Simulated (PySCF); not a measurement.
C4H7FSi, SMILES C(/[SiH3])(F)=C\C=C. The structure is a stationary point at ωB97X-D3(BJ)/def2-SVP. The structure was generated by enumeration; whether it is a known compound was not checked. One conformer was computed; it need not be the lowest.

Computed equilibrium geometry at ωB97X-D3(BJ)/def2-SVP (PySCF confirms it by a frequency run) as bond lengths and angles, and its point group (one conformer of several):
point group Cs.
Atoms: C1 C2 C3 C4 F5 Si6 H7 H8 H9 H10 H11 H12 H13. Bonded distances (Å): C1–C2 1.339, C1–H7 1.096, C1–H8 1.094, C2–C3 1.466, C2–H9 1.095, C3–C4 1.341, C3–H10 1.095, C4–F5 1.358, C4–Si6 1.884, Si6–H11 1.490, Si6–H12 1.489, Si6–H13 1.490. Bond angles (°): C2–C1–H7 121.4, C2–C1–H8 121.4, H7–C1–H8 117.2, C1–C2–C3 123.5, C1–C2–H9 120.1, C3–C2–H9 116.4, C2–C3–C4 124.4, C2–C3–H10 118.2, C4–C3–H10 117.3, C3–C4–F5 119.2, C3–C4–Si6 126.7, F5–C4–Si6 114.1, C4–Si6–H11 109.9, C4–Si6–H12 107.7, C4–Si6–H13 109.9, H11–Si6–H12 110.3, H11–Si6–H13 108.9, H12–Si6–H13 110.3.
Charge 0, spin multiplicity 1.
